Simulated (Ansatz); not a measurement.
```yaml
crystal:
  periodic: [true, true, true]
  atoms:
    - {symbol: O, position_ang: [-0.378473, 1.572664, -1.091077]}
    - {symbol: Si, position_ang: [0.581388, 0.605175, -0.150200]}
    - {symbol: O, position_ang: [1.642681, -0.307796, -1.034927]}
    - {symbol: Al, position_ang: [-0.817129, -0.855754, 1.284986]}
    - {symbol: H, position_ang: [-1.108895, 1.166391, -1.558682]}
    - {symbol: H, position_ang: [1.455028, 1.565690, 0.564378]}
    - {symbol: H, position_ang: [1.304128, -1.079470, -1.490047]}
    - {symbol: H, position_ang: [-1.780773, -1.919705, 0.584997]}
    - {symbol: H, position_ang: [-0.809554, -0.793595, 2.873471]}
basis:
  gaussian: {orbitals: def2-mTZVPP}
hamiltonian: {xc: {name: r2SCAN0}, dispersion: d3bjatm, pseudopotentials: {relativity: scalar}}
```

```sh
$ ansatz run in.yaml --threads 2 --pin off --events-out ev --progress --plain --max-ram 4352MiB
```

Shortened log:

```
Error: YAML parse error: error: line 2 column 3: crystal: missing field `lattice` (a structure is typed as `lattice` and `atoms`, a molecule's as `atoms` in Å alone, or read from a run's directory, `checkpoint`)
 --> <input>:2:3
1 | crystal:
2 |   periodic: [true, true, true]
3 |   atoms:
4 |     - {symbol: O, position_ang: [-0.378473, 1.572664, -1.091077]}
```

Question: What is wrong with this run?

Answer: The molecule is marked periodic without a cell. The input was rejected before any iteration.
